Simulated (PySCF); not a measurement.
ethyl chloride (C2H5Cl), singlet, at a GFN2-xTB geometry; B3LYP/6-31G*, TDA run with PySCF.

PySCF was given this input:
```python
from pyscf import gto, scf, dft, tdscf

mol = gto.M(
    atom='''
C    -0.00578266    0.81408047    0.00388119
C     1.49937549    0.64571335    0.01197375
Cl   -0.81644577   -0.78003028   -0.00858054
H    -0.35582726    1.33308241    0.89581714
H    -0.34528210    1.34165751   -0.88709949
H     1.97200498    1.62579809    0.01948295
H     1.81834071    0.09636047    0.89417838
H     1.82878474    0.10485333   -0.87163951
''',
    basis='6-31g*',
    verbose=4,
)

mf = dft.RKS(mol)
mf.xc = 'b3lyp'
mf.kernel()
td = mf.TDA()
td.nstates = 5
td.kernel()
td.analyze()
```

Task: Predict the main parts of the log of this PySCF run.

Result: 
```
PySCF version 2.14.0

[INPUT] verbose = 4
[INPUT] num. atoms = 8
[INPUT] num. electrons = 34
[INPUT] charge = 0
[INPUT] spin (= nelec alpha-beta = 2S) = 0
[INPUT] symmetry False subgroup None
[INPUT] Mole.unit = angstrom
[INPUT] Symbol           X                Y                Z      unit          X                Y                Z       unit  Magmom
[...]
nuclear repulsion = 103.222971516752
number of shells = 30
number of NR pGTOs = 125
number of NR cGTOs = 56
basis = 6-31g*
ecp = {}

******** <class 'pyscf.dft.rks.RKS'> ********
method = RKS
initial guess = minao
damping factor = 0
level_shift factor = 0
DIIS = <class 'pyscf.scf.diis.CDIIS'>
diis_start_cycle = 1
diis_space = 8
diis_damp = 0
SCF conv_tol = 1e-09
SCF conv_tol_grad = None
SCF max_cycles = 50
direct_scf = True
direct_scf_tol = 1e-13
XC library pyscf.dft.libxc version 7.1.2
    S. Lehtola, C. Steigemann, M. J. T. Oliveira, and M. A. L. Marques,  SoftwareX 7, 1–5 (2018)
XC functionals = b3lyp
    P. J. Stephens, F. J. Devlin, C. F. Chabalowski, and M. J. Frisch,  J. Phys. Chem. 98, 11623 (1994)
radial grids:
    Treutler-Ahlrichs [JCP 102, 346 (1995); DOI:10.1063/1.469408] (M4) radial grids

becke partition: Becke, JCP 88, 2547 (1988); DOI:10.1063/1.454033
pruning grids: <function nwchem_prune>
grids dens level: 3
symmetrized grids: False
atomic radii adjust function: <function treutler_atomic_radii_adjust>
small_rho_cutoff = 0
Set gradient conv threshold to 3.16228e-05
Initial guess from minao.
tot grids = 96160
init E= -539.474760294604
[...]
cycle= 1 E= -539.395838614367  delta_E= 0.0789  |g|= 0.292  |ddm|= 2.36
[...]
cycle= 2 E= -539.396921434616  delta_E= -0.00108  |g|= 0.297  |ddm|= 0.695
[...]
cycle= 3 E= -539.420674911111  delta_E= -0.0238  |g|= 0.0245  |ddm|= 0.315
[...]
cycle= 4 E= -539.420805680285  delta_E= -0.000131  |g|= 0.00964  |ddm|= 0.0339
[...]
cycle= 5 E= -539.420827803699  delta_E= -2.21e-05  |g|= 0.00279  |ddm|= 0.0107
[...]
cycle= 6 E= -539.420829675935  delta_E= -1.87e-06  |g|= 0.000726  |ddm|= 0.00364
[...]
cycle= 7 E= -539.42082981827  delta_E= -1.42e-07  |g|= 0.000148  |ddm|= 0.00103
[...]
cycle= 8 E= -539.420829824435  delta_E= -6.17e-09  |g|= 1.39e-05  |ddm|= 0.000174
[...]
cycle= 9 E= -539.420829824485  delta_E= -4.93e-11  |g|= 1.53e-06  |ddm|= 1.77e-05
[...]
Extra cycle  E= -539.420829824483  delta_E= 1.82e-12  |g|= 1.62e-06  |ddm|= 3.59e-06
converged SCF energy = -539.420829824483

******** <class 'pyscf.tdscf.rks.TDA'> for <class 'pyscf.dft.rks.RKS'> ********
nstates = 5 singlet
deg_eia_thresh = 1.000e-03
wfnsym = None
conv_tol = 1e-05
eigh lindep = 1e-12
eigh level_shift = 0
eigh max_cycle = 100

Excitation energies (eV)
[ 7.63717533  7.66212848  9.57988555  9.63427114 10.09071594]

** Singlet excitation energies and oscillator strengths **
Excited State   1:      7.63718 eV    162.34 nm  f=0.0010
      17 -> 18       -0.70390
Excited State   2:      7.66213 eV    161.81 nm  f=0.0004
      16 -> 18        0.70425
Excited State   3:      9.57989 eV    129.42 nm  f=0.0015
      17 -> 19        0.70192
Excited State   4:      9.63427 eV    128.69 nm  f=0.0164
      15 -> 18        0.11733
      16 -> 19        0.69192
Excited State   5:     10.09072 eV    122.87 nm  f=0.0005
      14 -> 18        0.70186

** Transition electric dipole moments (AU) **
state          X           Y           Z        Dip. S.      Osc.
  1        -0.0004     -0.0003      0.0727      0.0053      0.0010
  2        -0.0384      0.0297     -0.0001      0.0024      0.0004
  3        -0.0005     -0.0004      0.0811      0.0066      0.0015
  4        -0.2112     -0.1577     -0.0020      0.0695      0.0164
  5         0.0003      0.0002     -0.0467      0.0022      0.0005

** Transition velocity dipole moments (imaginary part, AU) **
state          X           Y           Z        Dip. S.      Osc.
  1         0.0003      0.0002     -0.0444      0.0020      0.0047
  2         0.0341     -0.0265      0.0001      0.0019      0.0044
  3        -0.0001     -0.0001      0.0227      0.0005      0.0010
  4        -0.0721     -0.0336     -0.0006      0.0063      0.0119
  5         0.0000      0.0000     -0.0010      0.0000      0.0000

** Transition magnetic dipole moments (imaginary part, AU) **
state          X           Y           Z
  1         0.3226     -0.0841      0.0015
  2        -0.0026     -0.0021      0.4389
  3        -0.7498     -0.0108     -0.0045
  4        -0.0035     -0.0028      0.5899
  5         0.3785     -0.6231     -0.0007
```
